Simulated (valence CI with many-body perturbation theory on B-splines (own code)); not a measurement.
Forbidden lines of Ho60+

Computed by valence CI with perturbative core correlation (CI+MBPT): five valence electrons over a frozen Dirac-Fock core [He], radial functions for each j: 11 s, 11 p, 10 d, 8 f, 5 g, 2 h, with the one-electron correlation potential Σ1, the two-electron term Σ2, the three-electron term Σ3, Breit, model QED; selected CI, second order for the rest, scaled by the run's own slope (own B-spline code, finite nucleus).

No measured spectrum was set against this ion. As an estimate, large intervals hold to a few tenths of a per cent, small ones and those within an open d or f shell to about a per cent. Among the levels kept, up to 7300 cm⁻¹ of a level comes from second order outside the variational space, and about a tenth of that is noise between levels of different J, which matters for small intervals.

Lines 1 to 50 of 102 in falling wavelength, among levels below 10094 eV, chosen from the decays that carry over 1 % of a level's rate. Wavelengths and rates use the calculated energies. Electric multipoles are in the length gauge, E1 and E2 with the static RPA response of the core. S is in atomic units (e²a₀⁴ for E2 and M2, e²a₀⁶ for E3), for M1 in squared Bohr magnetons. Weak lines are less certain than strong ones. Lines between different terms over intervals too small for the method are left out, as are lines whose strength nearly cancels.

Levels are named by their leading jj configuration (3d3/2^4 stands for four electrons in 3d with j = 3/2), which in mixed levels can hold well under half, so a name can repeat and another be missing. Letters in brackets count levels of one name in rising energy.

| λ vac (Å) | Upper | Lower | Type | A (s⁻¹) | S (a.u.) |
| --- | --- | --- | --- | --- | --- |
| 14.18 | (2s^2 2p1/2 2p3/2^2) J=3/2 | (2s^2 2p1/2^2 2p3/2) J=3/2 | M1 | 6.38e+09 | 2.70e+00 |
| 14.16 | (2s^2 2p3/2^3) J=3/2 | (2s^2 2p1/2 2p3/2^2) J=1/2 | M1 | 1.58e+09 | 6.62e-01 |
| 14.06 | (2s^2 2p3/2^2 3d5/2) J=9/2 | (2s^2 2p1/2 2p3/2 3d5/2) J=7/2 [b] | M1 | 1.53e+09 | 1.58e+00 |
| 13.83 | (2s^2 2p1/2 2p3/2^2) J=5/2 | (2s^2 2p1/2^2 2p3/2) J=3/2 | M1 | 1.06e+09 | 6.26e-01 |
| 13.83 | (2s^2 2p1/2 2p3/2^2) J=5/2 | (2s^2 2p1/2^2 2p3/2) J=3/2 | E2 | 2.53e+07 | 6.85e-05 |
| 13.70 | (2s^2 2p3/2^2 3d5/2) J=9/2 | (2s^2 2p1/2 2p3/2 3d5/2) J=9/2 | M1 | 2.81e+09 | 2.68e+00 |
| 13.47 | (2s^2 2p3/2^3) J=3/2 | (2s^2 2p1/2 2p3/2^2) J=5/2 | M1 | 1.81e+09 | 6.56e-01 |
| 13.41 | (2s^2 2p3/2^2 3d5/2) J=9/2 | (2s^2 2p1/2 2p3/2 3d5/2) J=7/2 [a] | M1 | 2.46e+09 | 2.20e+00 |
| 13.17 | (2s^2 2p1/2 2p3/2^2) J=1/2 | (2s^2 2p1/2^2 2p3/2) J=3/2 | M1 | 3.67e+09 | 6.22e-01 |
| 13.15 | (2s^2 2p3/2^3) J=3/2 | (2s^2 2p1/2 2p3/2^2) J=3/2 | M1 | 7.25e+09 | 2.44e+00 |
| 1.715 | (2s^2 2p1/2 2p3/2 3p1/2) J=3/2 [a] | (2s^2 2p1/2 2p3/2^2) J=1/2 | E2 | 1.51e+11 | 7.99e-06 |
| 1.712 | (2s^2 2p1/2 2p3/2 3p1/2) J=5/2 | (2s^2 2p1/2 2p3/2^2) J=1/2 | E2 | 2.82e+11 | 2.22e-05 |
| 1.706 | (2s^2 2p1/2 2p3/2 3p1/2) J=1/2 | (2s^2 2p1/2 2p3/2^2) J=5/2 | E2 | 3.11e+11 | 8.03e-06 |
| 1.703 | (2s^2 2p1/2 2p3/2 3p1/2) J=3/2 [b] | (2s^2 2p1/2 2p3/2^2) J=1/2 | E2 | 1.27e+11 | 6.52e-06 |
| 1.703 | (2s^2 2p1/2^2 3p1/2) J=1/2 | (2s^2 2p1/2^2 2p3/2) J=3/2 | E2 | 1.48e+12 | 3.79e-05 |
| 1.703 | (2s^2 2p1/2^2 3p1/2) J=1/2 | (2s^2 2p1/2^2 2p3/2) J=3/2 | M1 | 1.81e+10 | 6.61e-03 |
| 1.701 | (2s^2 2p1/2 2p3/2 3p1/2) J=5/2 | (2s^2 2p1/2 2p3/2^2) J=5/2 | E2 | 8.42e+11 | 6.43e-05 |
| 1.700 | (2s^2 2p3/2^2 3p1/2) J=3/2 | (2s^2 2p3/2^3) J=3/2 | E2 | 3.03e+11 | 1.54e-05 |
| 1.700 | (2s^2 2p1/2 2p3/2 3p1/2) J=1/2 | (2s^2 2p1/2 2p3/2^2) J=3/2 | E2 | 4.66e+11 | 1.18e-05 |
| 1.700 | (2s^2 2p1/2 2p3/2 3p1/2) J=1/2 | (2s^2 2p1/2 2p3/2^2) J=3/2 | M1 | 1.56e+10 | 5.70e-03 |
| 1.700 | (2s^2 2p3/2^2 3p1/2) J=5/2 | (2s^2 2p3/2^3) J=3/2 | E2 | 1.02e+12 | 7.79e-05 |
| 1.699 | (2s^2 2p1/2 2p3/2 3p1/2) J=3/2 [a] | (2s^2 2p1/2 2p3/2^2) J=3/2 | E2 | 9.13e+11 | 4.61e-05 |
| 1.696 | (2s^2 2p1/2 2p3/2 3p1/2) J=5/2 | (2s^2 2p1/2 2p3/2^2) J=3/2 | E2 | 2.09e+11 | 1.57e-05 |
| 1.693 | (2s^2 2p1/2 2p3/2 3p1/2) J=3/2 [b] | (2s^2 2p1/2 2p3/2^2) J=5/2 | E2 | 8.30e+11 | 4.12e-05 |
| 1.688 | (2s^2 2p1/2 2p3/2 3p1/2) J=3/2 [b] | (2s^2 2p1/2 2p3/2^2) J=3/2 | E2 | 5.30e+10 | 2.59e-06 |
| 1.688 | (2s^2 2p3/2^2 3p1/2) J=1/2 | (2s^2 2p3/2^3) J=3/2 | E2 | 8.05e+11 | 1.97e-05 |
| 1.675 | (2s^2 2p3/2^2 3d5/2) J=9/2 | (2s 2p1/2 2p3/2^3) J=5/2 | E2 | 4.26e+09 | 5.02e-07 |
| 1.655 | (2s 2p1/2 2p3/2^2 3p3/2) J=9/2 | (2s 2p1/2 2p3/2^3) J=5/2 | E2 | 2.52e+11 | 2.79e-05 |
| 1.653 | (2s^2 2p1/2 2p3/2 3p3/2) J=3/2 [a] | (2s^2 2p1/2 2p3/2^2) J=1/2 | E2 | 4.69e+10 | 2.07e-06 |
| 1.648 | (2s 2p1/2^2 2p3/2 3p3/2) J=7/2 | (2s 2p1/2^2 2p3/2^2) J=5/2 | E2 | 4.85e+11 | 4.21e-05 |
| 1.647 | (2s^2 2p1/2 2p3/2 3p3/2) J=3/2 [b] | (2s^2 2p1/2 2p3/2^2) J=1/2 | E2 | 2.38e+11 | 1.03e-05 |
| 1.646 | (2s^2 2p1/2 2p3/2 3p3/2) J=5/2 [b] | (2s^2 2p1/2 2p3/2^2) J=1/2 | E2 | 2.94e+11 | 1.91e-05 |
| 1.646 | (2s 2p1/2^2 2p3/2 3p3/2) J=1/2 [b] | (2s 2p1/2^2 2p3/2^2) J=3/2 | E2 | 8.65e+11 | 1.87e-05 |
| 1.645 | (2s^2 2p1/2 2p3/2 3p3/2) J=5/2 [a] | (2s^2 2p1/2 2p3/2^2) J=5/2 | E2 | 1.16e+11 | 7.47e-06 |
| 1.645 | (2s^2 2p3/2^2 3p3/2) J=7/2 | (2s^2 2p3/2^3) J=3/2 | E2 | 2.76e+11 | 2.37e-05 |
| 1.644 | (2s^2 2p3/2^2 3p3/2) J=5/2 | (2s^2 2p3/2^3) J=3/2 | E2 | 2.67e+11 | 1.71e-05 |
| 1.644 | (2s^2 2p1/2 2p3/2 3p3/2) J=3/2 [a] | (2s^2 2p1/2 2p3/2^2) J=5/2 | E2 | 3.25e+11 | 1.39e-05 |
| 1.642 | (2s^2 2p1/2 2p3/2 3p3/2) J=7/2 | (2s^2 2p1/2 2p3/2^2) J=5/2 | E2 | 5.15e+11 | 4.40e-05 |
| 1.641 | (2s^2 2p1/2^2 3p3/2) J=3/2 | (2s^2 2p1/2^2 2p3/2) J=3/2 | E2 | 7.38e+11 | 3.14e-05 |
| 1.640 | (2s^2 2p1/2 2p3/2 3p3/2) J=5/2 [a] | (2s^2 2p1/2 2p3/2^2) J=3/2 | E2 | 4.30e+11 | 2.74e-05 |
| 1.639 | (2s^2 2p1/2 2p3/2 3p3/2) J=3/2 [a] | (2s^2 2p1/2 2p3/2^2) J=3/2 | E2 | 1.57e+11 | 6.62e-06 |
| 1.639 | (2s^2 2p1/2 2p3/2 3p3/2) J=1/2 [a] | (2s^2 2p1/2 2p3/2^2) J=3/2 | E2 | 4.99e+11 | 1.05e-05 |
| 1.638 | (2s 2p1/2 2p3/2^2 3p3/2) J=1/2 [b] | (2s 2p1/2 2p3/2^3) J=5/2 | E2 | 1.72e+11 | 3.62e-06 |
| 1.637 | (2s^2 2p1/2 2p3/2 3p3/2) J=7/2 | (2s^2 2p1/2 2p3/2^2) J=3/2 | E2 | 5.90e+10 | 4.96e-06 |
| 1.635 | (2s^2 2p3/2^2 3p3/2) J=3/2 [a] | (2s^2 2p3/2^3) J=3/2 | E2 | 9.49e+11 | 3.95e-05 |
| 1.632 | (2s^2 2p1/2 2p3/2 3p3/2) J=1/2 [b] | (2s^2 2p1/2 2p3/2^2) J=5/2 | E2 | 1.02e+12 | 2.12e-05 |
| 1.627 | (2s^2 2p1/2 2p3/2 3p3/2) J=1/2 [b] | (2s^2 2p1/2 2p3/2^2) J=3/2 | E2 | 4.13e+11 | 8.42e-06 |
| 1.626 | (2s 2p1/2^2 2p3/2 3p3/2) J=1/2 [b] | (2s 2p1/2^2 2p3/2^2) J=5/2 | E2 | 2.70e+11 | 5.49e-06 |
| 1.621 | (2s 2p1/2 2p3/2^2 3d5/2) J=9/2 [b] | (2s 2p1/2 2p3/2^3) J=5/2 | M2 | 4.89e+10 | 4.89e-06 |
| 1.615 | (2s 2p1/2^2 2p3/2 3d5/2) J=9/2 | (2s 2p1/2^2 2p3/2^2) J=5/2 | M2 | 3.23e+10 | 3.17e-06 |
